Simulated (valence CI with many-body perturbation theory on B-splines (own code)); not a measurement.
Values are calculated unless marked as measured or tabulated.
## From CI to CI+MBPT in Cl XIII

Level of theory: relativistic CI+MBPT: three valence electrons over a frozen Dirac-Fock core [He], a basis of 11 s, 11 p, 9 d, 7 f, 5 g, 2 h, 1 i functions for each j, with the one-electron correlation potential Σ1 (screened to all orders), the two-electron term Σ2, the three-electron term Σ3, Breit, model QED; selected single and double excitations, second order for the rest, scaled by the run's own slope (own B-spline code, finite nucleus).

No measured spectrum was set against this ion. As an estimate, levels of excited configurations hold to 0.05 to 0.15 % of their energy, terms of the ground configuration to about 0.5 %.

Each rung adds one term. CI alone is the Dirac-Coulomb CI over the frozen core; QED comes last and gives the full result, which names the levels. Energies are above 2s2 2p 2P°_1/2 on the same rung, in eV.

| Level | CI alone | Σ1 | Σ2 | Σ3 | Breit | QED | Full |
| --- | --- | --- | --- | --- | --- | --- | --- |
| 2s2 2p 2P°_3/2 | 2.26 | +0.006 | 0.000 | 0.000 | -0.116 | +0.006 | 2.16 |
| 2s 2p2 4P_1/2 | 26.37 | -0.143 | -0.015 | +0.011 | +0.048 | -0.087 | 26.19 |
| 2s 2p2 4P_3/2 | 27.21 | -0.140 | -0.015 | +0.011 | +0.006 | -0.085 | 26.99 |
| 2s 2p2 4P_5/2 | 28.44 | -0.137 | -0.015 | +0.011 | -0.124 | -0.082 | 28.09 |
| 2s 2p2 2D_3/2 | 47.21 | -0.135 | -0.065 | -0.021 | -0.051 | -0.085 | 46.85 |
| 2s 2p2 2D_5/2 | 47.31 | -0.135 | -0.065 | -0.021 | -0.085 | -0.084 | 46.92 |
| 2s 2p2 2S_1/2 | 59.38 | -0.134 | -0.051 | -0.044 | +0.057 | -0.087 | 59.12 |
| 2s 2p2 2P_1/2 | 63.05 | -0.137 | -0.245 | -0.040 | -0.007 | -0.087 | 62.53 |
| 2s 2p2 2P_3/2 | 64.16 | -0.136 | -0.282 | -0.039 | -0.087 | -0.086 | 63.53 |
| 2p3 4S°_3/2 | 82.99 | -0.288 | -0.284 | -0.028 | -0.004 | -0.178 | 82.21 |
| 2p3 2D°_3/2 | 93.61 | -0.283 | -0.217 | -0.027 | +0.033 | -0.178 | 92.94 |
| 2p3 2D°_5/2 | 93.85 | -0.282 | -0.217 | -0.027 | -0.076 | -0.177 | 93.07 |
| 2p3 2P°_1/2 | 104.86 | -0.271 | -0.215 | -0.035 | +0.039 | -0.173 | 104.21 |
| 2p3 2P°_3/2 | 105.26 | -0.269 | -0.215 | -0.034 | -0.016 | -0.171 | 104.56 |
| 2s2 3s 2S_1/2 | 368.39 | +0.247 | -0.046 | -0.028 | -0.201 | +0.034 | 368.40 |
| 2s2 3p 2P°_1/2 | 381.40 | +0.214 | -0.047 | -0.027 | -0.168 | +0.006 | 381.38 |
| 2s2 3p 2P°_3/2 | 382.02 | +0.215 | -0.047 | -0.027 | -0.204 | +0.008 | 381.97 |
| 2s2 3d 2D_3/2 | 394.09 | +0.254 | -0.054 | -0.027 | -0.230 | +0.010 | 394.04 |
| 2s2 3d 2D_5/2 | 394.26 | +0.255 | -0.054 | -0.027 | -0.236 | +0.010 | 394.21 |

The middle columns are the shifts that each term adds.

Problem. How does the ionisation energy move along the ladder, and which term matters most?

Solution. CI alone 656.31, + Σ1 656.58, + Σ2 656.53, + Σ3 656.50, + Breit 656.26, + QED 656.28 eV. The largest step is Σ1, 0.28 eV. NIST lists 656.3 ± 0.12 eV (semi-empirical).
